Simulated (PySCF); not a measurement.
## A survey of ¹⁹F NMR shifts

Relativity neglected, in vacuum, a single conformation, one averaged value for each set of equivalent atoms. NMR shieldings at PBE0/pcSseg-1/GIAO; geometry: GFN2-xTB; PySCF 2.14.

Shieldings were converted by a linear fit to measured shifts: ¹⁹F (scatter 6.0 ppm rms, 7.0 ppm with the 5 outliers that the fit left out vs CFCl3, solution or neat liquid, with a term for F on sp3 carbon). Occasional misses reach two or three times the rms, and more in compound classes unlike the fitted ones.

Problem. Give the ¹⁹F shifts of `CO/C=C/C/C=C\F`, `C=C1C[C@]1(F)OCC`, `O=C(F)C1CCCC1`, `C#CC(=O)C(F)=C(F)F`, `C#CC(=O)C(F)=C(F)F`, `C#CC(=O)C(F)=C(F)F`.

Solution. 
```
                                               compound                environment  δ (ppm)
                                         CO/C=C/C/C=C\F           vinylic fluorine   -125.8
                                       C=C1C[C@]1(F)OCC  fluorine on an sp3 carbon   -119.3
                                          O=C(F)C1CCCC1       fluorine bonded to C     33.3
[CH:1]#[C:2][C:3](=[O:4])[C:5]([F:6])=[C:7]([F:8])[F:9]       F9: vinylic fluorine    -80.2
[CH:1]#[C:2][C:3](=[O:4])[C:5]([F:6])=[C:7]([F:8])[F:9]       F8: vinylic fluorine    -88.8
[CH:1]#[C:2][C:3](=[O:4])[C:5]([F:6])=[C:7]([F:8])[F:9]       F6: vinylic fluorine   -187.5
[CH:1]#[C:2][C:3](=[O:4])[C:5]([F:6])=[C:7]([F:8])[F:9]       F9: vinylic fluorine    -80.2
[CH:1]#[C:2][C:3](=[O:4])[C:5]([F:6])=[C:7]([F:8])[F:9]       F8: vinylic fluorine    -88.8
[CH:1]#[C:2][C:3](=[O:4])[C:5]([F:6])=[C:7]([F:8])[F:9]       F6: vinylic fluorine   -187.5
[CH:1]#[C:2][C:3](=[O:4])[C:5]([F:6])=[C:7]([F:8])[F:9]       F9: vinylic fluorine    -80.2
[CH:1]#[C:2][C:3](=[O:4])[C:5]([F:6])=[C:7]([F:8])[F:9]       F8: vinylic fluorine    -88.8
[CH:1]#[C:2][C:3](=[O:4])[C:5]([F:6])=[C:7]([F:8])[F:9]       F6: vinylic fluorine   -187.5
```

Problem. Match the shifts 33.3, -125.8, -160.4, -215.3 ppm to `CO/C=C/C/C=C\F`, `FC[C@@H]1CC[C@@H]2O[C@H]12`, `O=C(F)C1CCCC1`, `COC1=CC[C@H](F)C1`.

Solution. 33.3: O=C(F)C1CCCC1 (fluorine bonded to C); -125.8: CO/C=C/C/C=C\F (vinylic fluorine); -160.4: COC1=CC[C@H](F)C1 (fluorine on an sp3 carbon); -215.3: FC[C@@H]1CC[C@@H]2O[C@H]12 (fluorine on an sp3 carbon).
